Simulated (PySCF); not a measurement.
C4H5ClN3O (doublet state).
Geometry (GFN2-xTB, Å), atoms numbered from 1 in this order:
```xyz
14
C4H5ClN3O angstrom
C     -2.7456    0.2802    0.1791
O     -1.4168    0.3623   -0.2872
C     -0.4824   -0.1847    0.5195
N      0.7978   -0.1401    0.1315
C      1.3509    0.3960   -1.0051
N      2.6532    0.2251   -0.9896
C      2.8746   -0.4202    0.1700
Cl     4.4072   -0.8804    0.6736
N      1.7880   -0.6649    0.8845
H     -2.8629    0.8095    1.1295
H     -3.3622    0.7537   -0.5818
H     -3.0547   -0.7617    0.3069
H     -0.7289   -0.6506    1.4570
H      0.7810    0.8756   -1.7702
```

The hyperfine couplings belong to this conformer and change with its torsions.

As a line formula: `n1c(Cl)nn(c1)[CH]OC` [radical].

The calculation used UKS B3LYP, pcH-1 on C Cl H N O, non-relativistic, mean-field spin-orbit, GIAO (PySCF 2.14.0). The structure is a single GFN2-xTB conformer in the gas phase; no vibrational or solvent corrections. A GFN2-xTB geometry isn't a minimum of the functional, and hyperfine couplings can be far from their values at a DFT geometry. The SCF solution wasn't tested for stability.

Q: Match the computed a_iso(13C) values +69.3, +16.2, +4.7, -3.8 MHz with the sites C1; C3; C5; C7.

A: 
```
site  a_iso (MHz)  ρ(0) (bohr⁻³)                 position  distance from C3 (Å)  spin population  largest |T| (MHz)
  C1         -3.8        -0.0034          2 bonds from C3                  2.34            -0.01                1.9
  C3        +69.3        +0.0617  largest spin population                  0.00            +0.71              132.1
  C5        +16.2        +0.0144          2 bonds from C3                  2.45            +0.18               31.8
  C7         +4.7        +0.0041          3 bonds from C3                  3.38            +0.06               13.6
```

Q: The isotropic 1H couplings, averaged over equivalent nuclei, are -58.9, -14.9, +5.6 MHz. Assign them to H10/H11/H12; H13; H14.

A: 
| site | a_iso (MHz) | ρ(0) (bohr⁻³) | position | distance from C3 (Å) | bound to | spin population there | largest \|T\| (MHz) |
| --- | --- | --- | --- | --- | --- | --- | --- |
| H10/H11/H12 | +5.6 | +0.0013 | γ, 3 bonds from C3 | 2.84 | C1 | -0.01 | 5.6 |
| H13 | -58.9 | -0.0132 | α, 1 bond from C3 | 1.08 | C3 | +0.71 | 30.9 |
| H14 | -14.9 | -0.0033 | γ, 3 bonds from C3, on C5 of spin population +0.18 | 2.82 | C5 | +0.18 | 7.9 |

ρ(0) is the spin density at the nucleus and T the dipolar tensor; a_iso includes a spin–orbit part; entries for several nuclei are means. The Mulliken spin populations are largest on C3 (+0.71), C5 (+0.18), O2 (+0.09) and N4 (-0.08). The positive populations add up to 1.14 and the negative ones to -0.14, together 2S = 1. The angles at C3 add up to 360.0°, so it is planar; its axial dipolar tensor and the negative coupling of its proton fit spin in a p orbital normal to that plane.

The spin density at the nucleus, in bohr⁻³, is negative for N4 (-0.0363), H13 (-0.0132) and C1 (-0.0034), for instance. A restricted open-shell determinant has no negative spin density anywhere; here it arises because α and β orbitals differ (spin polarisation).

Means are taken over nuclei equivalent by connectivity, which assumes that they swap fast. The three 1H nuclei of mean +5.6 MHz run from -2.1 to 9.5 MHz in the frozen geometry.
